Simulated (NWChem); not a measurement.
Molecule: CH4F2Sn; SMILES [CH3][SnH]([F])[F]

All runs: NWChem. The geometry was optimised at PBE0/def2-SVP. Not confirmed as a minimum by frequencies. def2 effective core potentials on Sn; no spin-orbit coupling. Ions are spin-unrestricted doublets at the neutral geometry; other ion states weren't tried.

Problem. What does the run give for PBE/def2-SVP? Quantities: vertical ionisation energy, ΔSCF (eV); −ε(HOMO) (eV).

Solution. 
```yaml
vertical ionisation energy, ΔSCF (eV): 10.72
"−ε(HOMO) (eV)": 7.54
```
